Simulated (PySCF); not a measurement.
Compound: C₅H₁₄OPSi (charge +1).
Z-matrix (Å and degrees, GFN2-xTB geometry), rows numbered from 1:
```
Si
C   1  1.9458
P   2  1.7909  1  112.69
C   3  1.8260  2  116.84  1  -172.76
C   4  1.5444  3  103.18  2    79.53
O   5  1.4172  4  108.38  3    -6.59
C   6  1.4144  5  115.06  4    81.30
C   7  1.5423  6  108.54  5   -73.33
H   1  1.4632  2  106.17  3    71.86
H   1  1.4658  2  105.59  3   -45.78
H   1  1.4539  2  105.49  3  -166.94
H   2  1.0923  1  110.27  3   118.38
H   2  1.0898  1  110.75  3  -122.12
H   3  1.3842  2  106.39  1    69.69
H   4  1.0932  3  109.10  2  -159.85
H   4  1.0919  3  110.46  2   -41.02
H   5  1.0947  4  112.10  3   116.02
H   5  1.0913  4  111.28  3  -122.35
H   7  1.0913  6  105.13  5   167.49
H   7  1.0951  6  110.87  5    50.37
H   8  1.0944  3  107.92  2   167.98
H   8  1.0904  3  111.44  2    49.32
```

NICS = −σ at a ghost point: NICS(0) at the centroid of the ring atoms, NICS(1) 1 Å to either side along the normal of their mean plane, zz for the tensor component along that normal. Level: GIAO PBE0/pcSseg-1 (PySCF, non-relativistic, gas phase) on the GFN2-xTB geometry, one conformer.

Ring bond lengths (Å), with Mayer bond orders in brackets: P3–C4 1.826 (0.99), C4–C5 1.544 (0.98), C5–O6 1.417 (0.90), O6–C7 1.414 (0.90), C7–C8 1.542 (0.97), C8–P3 1.822 (0.99).

Task: What do the NICS probes read (ppm)?

Result: 
```tsv
ring	type	NICS(0)	NICS(1), two faces	NICS(1)zz, two faces	rms pucker (Å)	centre to ring atoms, mean (Å)
P3–C4–C5–O6–C7–C8	6-membered ring with O and P; formal bonds all single	-2.9	-1.5 / -7.0	1.8 / -3.1	0.38	1.48
```

Task: What can be read from them?

Result: 
- P3–C4–C5–O6–C7–C8: mean NICS(1)zz -0.7 ppm, near zero. P3, C4, C5, C7, C8 have four or more neighbours; no verdict on aromaticity is drawn. The two faces differ by 4.9 ppm, so no symmetry operation interchanges them.

Task: Give the inner angles of the rings and the Hirshfeld charges of the ring atoms.

Result: 
- P3–C4–C5–O6–C7–C8: P3 104.0° (+0.443 e), C4 103.2° (-0.088 e), C5 108.4° (+0.024 e), O6 115.1° (-0.109 e), C7 108.5° (+0.022 e), C8 103.3° (-0.088 e); sum 642.5° against 720° for a flat convex ring.

Task: How shielded are the nuclei of the rings and their hydrogens (means over atoms taken as equivalent)?

Result: 
| atoms | environment | σ isotropic (ppm) | principal values of the symmetric part, first atom (ppm) |
| --- | --- | --- | --- |
| P3 | phosphonium phosphorus | 358.8 | 274.3, 368.4, 433.7 |
| C4 (×2) | sp3 carbon bound to phosphorus | 158.1 | 127.9, 162.0, 177.8 |
| C5 (×2) | sp3 carbon bound to oxygen | 120.8 | 91.8, 100.8, 170.0 |
| O6 | cyclic ether oxygen | 256.8 | 171.4, 271.4, 327.6 |
| H14 | P–H hydrogen | 26.51 | 22.3, 24.6, 32.7 |
| H15 (×2) | methylene hydrogen | 28.87 | 24.5, 26.0, 36.0 |
| H16 (×2) | methylene hydrogen | 28.46 | 24.6, 26.0, 34.7 |
| H17 (×2) | methylene hydrogen | 27.80 | 23.4, 26.6, 33.8 |
| H18 (×2) | methylene hydrogen | 26.88 | 22.2, 25.1, 33.0 |

The run took 42 s on one thread of an Arm Neoverse V1, shared host, and the process peaked at 1.1 GiB of memory. This is the whole shielding run at PBE0/pcSseg-1, SCF included.
